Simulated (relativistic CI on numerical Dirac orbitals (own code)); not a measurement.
## Cu⁴⁺: resonant inelastic scattering at the L2,3 edge

Computed with this model: Dirac-Coulomb-Breit CI, KLI orbitals optimised for each configuration, model QED (radiative potential, 1s self-energy scaled to tabulated hydrogen-like ionisation energies), valence Slater integrals scaled by 0.9, Kramers-Heisenberg scattering through one core-hole configuration in a parametric crystal field; configurations [Ar] 3d7 → [He] 2s2 2p5 3s2 3p6 3d8; 300 K; core-hole width 0.24 eV; summed over polarisations. Incident energies are the highest absorption maxima for each field (at most a few, so the weaker spin-orbit partner edge can be absent), on the computed scale of the free ion. Intensities are in per cent of the strongest line above 0.02 eV; levels within 1 cm⁻¹ are merged; final levels count from the ground level, the first row holds all elastic scattering, lines under 0.4 are left out and each table stops after 24 rows. The scale of the Slater integrals is a model choice and moves the terms in proportion.

Field parameters in Wybourne normalisation: Oh B⁴₀ = 21Dq, B⁴₄ = √(5/14) B⁴₀. The field is a parameter set, without covalency.

S is read from ⟨S²⟩ = S(S + 1).

Oh, 10Dq = 8450 cm⁻¹:

```tsv
Final level (eV)	Degeneracy	Irrep	S	936.6 eV	937.8 eV	939.4 eV
0.000	2	Γ6	1.50	98.5	179.4	92.9
0.079	4	Γ8	1.50	56.2	100.0	55.6
0.210	4	Γ8	1.50	5.7	59.9	70.3
0.247	2	Γ7	1.50	1.2	10.5	7.0
1.025	2	Γ6	1.50	1.4	2.5	34.1
1.041	4	Γ8	1.50	38.6	17.4	60.6
1.058	4	Γ8	1.50	4.3	31.0	31.0
1.107	2	Γ7	1.50	0.1	2.4	6.7
2.115	4	Γ8	1.49	5.3	12.0	10.9
2.308	4	Γ8	0.51	1.6	12.7	3.4
2.999	4	Γ8	0.51	1.3	5.1	3.2
3.137	4	Γ8	0.51	0.2	4.0	2.0
3.148	2	Γ6	0.50	1.9	0.9	0.4
3.175	2	Γ7	0.52	0.0	0.5	0.7
3.498	4	Γ8	1.35	3.4	1.7	42.0
3.500	2	Γ7	1.49	0.0	1.7	0.1
3.502	4	Γ8	1.50	1.6	72.5	4.3
3.614	2	Γ6	1.43	0.1	7.1	86.2
3.715	2	Γ6	0.52	2.4	1.9	4.8
3.963	4	Γ8	0.74	0.8	2.5	3.8
4.075	2	Γ6	0.61	0.1	0.2	1.1
4.382	4	Γ8	0.51	3.0	5.9	1.1
4.418	2	Γ6	0.50	0.6	1.3	0.2
4.432	4	Γ8	0.51	0.2	1.4	1.2
```

Oh, 10Dq = 13000 cm⁻¹:

```csv
Final level (eV),Degeneracy,Irrep,S,936.4 eV,938 eV,939.7 eV
0.000,2,Γ6,1.50,69.5,193.7,115.9
0.081,4,Γ8,1.50,9.4,100.0,55.9
0.211,4,Γ8,1.49,9.8,83.1,80.2
0.242,2,Γ7,1.50,0.3,1.8,10.4
1.526,2,Γ6,1.50,1.8,2.4,48.7
1.538,4,Γ8,1.50,4.5,35.8,36.9
1.553,4,Γ8,1.49,10.5,23.2,68.9
1.607,2,Γ7,1.50,3.7,1.3,6.4
1.783,4,Γ8,0.52,4.6,21.0,4.5
3.004,4,Γ8,0.54,1.3,10.7,5.8
3.133,4,Γ8,0.86,0.4,0.8,8.2
3.133,2,Γ6,0.50,0.9,0.3,1.6
3.192,2,Γ7,0.51,0.1,0.2,2.0
3.195,4,Γ8,1.26,1.1,10.1,2.3
3.807,4,Γ8,0.97,2.5,2.5,31.7
3.950,2,Γ7,1.49,0.2,0.6,0.3
3.954,6,Γ6+Γ8,1.33,5.1,79.6,61.2
4.143,2,Γ6,1.08,0.1,1.2,66.6
4.185,4,Γ8,1.17,0.3,0.7,22.3
4.318,2,Γ6,0.69,0.3,1.8,4.0
4.670,2,Γ7,0.51,0.1,0.2,0.6
4.739,4,Γ8,0.52,0.3,7.3,2.0
4.921,4,Γ8,0.51,0.2,1.9,2.7
4.928,2,Γ6,0.50,0.0,2.2,0.9
```

For the first field the strongest loss at the lowest incident energy is the level at 0.08 eV (S = 1.50, against 1.50 in the thermal ground state). Levels of other spin, the first over 8 % at 2.31 eV, appear because spin-orbit coupling of the core hole, and in heavier ions of the valence shell too, mixes spins.
